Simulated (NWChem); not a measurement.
A series in which one site is exchanged, each optimised at PBE0/def2-SVP with NWChem, gas phase unless a solvent is named. All stand in one matching conformer (torsions within 35°), which need not be the lowest. For some, no frequency run checked for a minimum. def2 effective core potentials on In; no spin-orbit coupling.

A: [NH2][In]([F])[Cl] (InNH₂ClF; site = In)
B: NB(F)Cl (BNH₂ClF; site = B)
C: [Cl][Al]([NH2])[F] (AlNH$_{2}$ClF; site = Al)
D: [NH2][Ga]([F])[Cl] (GaNH2ClF; site = Ga)

| quantity | A | B | C | D |
|---|---|---|---|---|
| dipole (D), PBE0/def2-SVP | 3.51 | 2.96 | … | 3.11 |
| orbital gap (eV), PBE0/def2-SVP | 5.92 | 9.76 | … | 7.10 |
| lowest singlet excitation, PBE/def2-SVPD, TDA (eV) | 4.01 | 6.74 | … | 4.78 |

Q: Complete the blanks.

A: 
- dipole (D), PBE0/def2-SVP, C: 2.72
- orbital gap (eV), PBE0/def2-SVP, C: 7.41
- lowest singlet excitation, PBE/def2-SVPD, TDA (eV), C: 5.12
